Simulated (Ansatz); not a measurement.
C3H7FSn can be A, `F[CH]1C[CH2][SnH2]1`, or B, `C=[CH][SnH]([CH3])[F]`.

Isolated molecules relaxed with PBE0-D4/def2-TZVP in Ansatz; ΔE leaves out vibrations. CCSD(T)/CBS is the MP2 limit (def2-TZVPP, def2-QZVPP) plus CCSD(T) − MP2 in def2-TZVPP, frozen cores. Functionals use def2-TZVPP. B3LYP here is the variant with VWN-RPA as its local correlation; programs differ in this. def2 core potentials past Kr. For Sn outer-core shells are correlated without core-valence functions, which leaves a few kJ/mol of doubt a bond. One conformer a species, not always the lowest.

Task: Which is lower in electronic energy at CCSD(T)/CBS, and by how much? (An estimate is asked.)

Result: The calculation gave: B, by 39.8 kcal/mol.

Task: Give E(B) − E(A) in kcal/mol with PBE-D4, B3LYP, PBE0-D4, CCSD/def2-TZVPP, B3LYP-D4, HF/def2-TZVPP, CCSD(T)/def2-TZVPP. (An estimate is asked.)

Result: Computed: PBE-D4 -33.2, B3LYP -40.3, PBE0-D4 -32.8, CCSD/def2-TZVPP -38.4, B3LYP-D4 -39.6, HF/def2-TZVPP -45.6, CCSD(T)/def2-TZVPP -37.9. None reverses the order clearly.

Largest T1 diagnostic: 0.013.

In def2-TZVPP, CCSD(T) changes the Hartree–Fock value by +7.7 kcal/mol (the triples alone add +0.5 kcal/mol) and MP2 by +7.5 kcal/mol. The D4 term adds +0.7 kcal/mol with B3LYP and +0.3 kcal/mol with PBE0; it sums over pairs of atoms, weighted by their polarisabilities, and B3LYP, whose exchange is more repulsive, gets the larger term.
